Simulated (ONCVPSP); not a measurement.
**Logarithmic derivatives: manganese, ONCV**

| Item | Value |
| --- | --- |
| Element | Mn (Z = 25) |
| Generator | ONCVPSP 4.0.1 |
| Type | optimised norm-conserving Vanderbilt (ONCV) |
| Functional | PBEsol |
| Relativity | scalar-relativistic |
| Frozen core | [Ne] |
| Valence charge | 15 |
| Reference configuration | 3s2 3p6 3d5 4s1.75 (charge +0.25) |
| Partial waves | 3s+4s: rc 1.30 bohr, ncon 4, nbas 7, qcut 7.6 1/bohr, 2 projectors; 3p: rc 0.80 bohr, ncon 4, nbas 8, qcut 10.2 1/bohr, 2 projectors, debl 0.7 Ha; 3d: rc 1.10 bohr, ncon 4, nbas 9, qcut 11.8 1/bohr, 2 projectors, debl 1.8 Ha |
| Local potential | polynomial inside 0.60 bohr (lpopt 4, dvloc0 0 Ha) |
| Core correction | Teter function, fcfact 4.5, rcfact 1.3 |

In the p channel the program set the typed energies aside and used -2.073, 0.250 Ha.

The phase is arctan(r·R′/R) of the radial function R(r), unwrapped; energies in Ha, scanned from -5 to 5 Ha. A pole is an energy at which the radial function vanishes at the test radius. The pseudo phase is shifted by a multiple of π to meet the all-electron one at the reference energy, and phase errors are pseudo minus all-electron; the curves can meet again beyond the range given. Levels narrower than the energy grid can be missing from the lists of poles.

Task: For each channel, where are the poles, and over which energies does the pseudopotential scatter like the atom?

Result:

```
channel  radius (bohr)  reference energy (Ha)  poles, all-electron  poles, pseudo  unbroken range about the reference energy with phases within 0.05 rad  phase error 1 Ha above the reference energy (rad)
      s           1.32                  -0.25                -2.33          -2.33                                                        the whole range                                             -0.000
      p           0.81                  -2.07                 none           none                                                        the whole range                                             +0.000
      d           1.12                  -0.32                 1.83           1.83                                                        the whole range                                             +0.000
```

Phases in the d channel:

```
E (Ha)  all-electron  pseudo
 -4.96         1.130   1.130
 -4.48         1.088   1.088
 -4.00         1.035   1.035
 -3.52         0.963   0.963
 -3.04         0.862   0.862
 -2.56         0.711   0.710
 -2.08         0.472   0.472
 -1.60         0.098   0.098
 -1.12        -0.385  -0.385
 -0.64        -0.810  -0.810
 -0.16        -1.094  -1.094
  0.32        -1.276  -1.276
  0.80        -1.399  -1.399
  1.28        -1.489  -1.489
  1.76        -1.561  -1.561
  2.24        -1.623  -1.623
  2.72        -1.680  -1.680
  3.20        -1.737  -1.737
  3.68        -1.797  -1.797
  4.16        -1.866  -1.866
  4.64        -1.950  -1.951
```
